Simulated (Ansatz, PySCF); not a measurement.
Species: C₂H₄N, charge 0, doublet. C2H4N (SMILES [CH]=NC, doublet).
B3LYP-D3(BJ)/def2-TZVP minimum from Ansatz (a program for electronic structure):
```xyz
7

C      1.0759    -0.4011    -0.0139
N     -0.1232     0.3974     0.1557
C     -1.2726     0.1063    -0.1449
H      1.7804     0.1518    -0.6362
H      1.5399    -0.5489     0.9618
H      0.8639    -1.3706    -0.4709
H     -2.1415     0.7548     0.0087
```
Charge 0, spin multiplicity 2.

Atomisation energy term by term, kcal/mol (programs: Ansatz). Open shells are spin-unrestricted; no spin-orbit coupling. Correlated methods leave the cores frozen. Rows without X2C or -DK are non-relativistic. CBS(X,Y): correlation extrapolated as X^-3, Hartree-Fock from the larger set. A bracket is a step between two methods taken in the basis named. 'core' is core correlation in cc-pwCVTZ, 'X2C' scalar relativity in cc-pVTZ-DK, both at CCSD(T). Where a partner has so few electrons that a lower coupled-cluster level is exact, that level stands in. The UHF reference of C2H4N ([CH]=NC, doublet) is spin-contaminated (<S^2> up to 0.07 over the pure value in the sets run).

```
term                                                          basis  kcal/mol
-----------------------  ------------------------------------------  --------
Hartree-Fock                                                cc-pVQZ    438.08
CCSD correlation                               CBS(cc-pVTZ,cc-pVQZ)    173.50
(T)                                            CBS(cc-pVTZ,cc-pVQZ)     12.48
CCSDT(Q) - CCSD(T)                                          cc-pVDZ      0.99
core correlation                                          cc-pwCVTZ      2.68
scalar relativity                                   X2C, cc-pVTZ-DK     -0.52
minus zero-point energy  Hessian by PySCF at B3LYP-D3(BJ)/def2-TZVP    -34.33
sum: D0                                                                 592.9
```
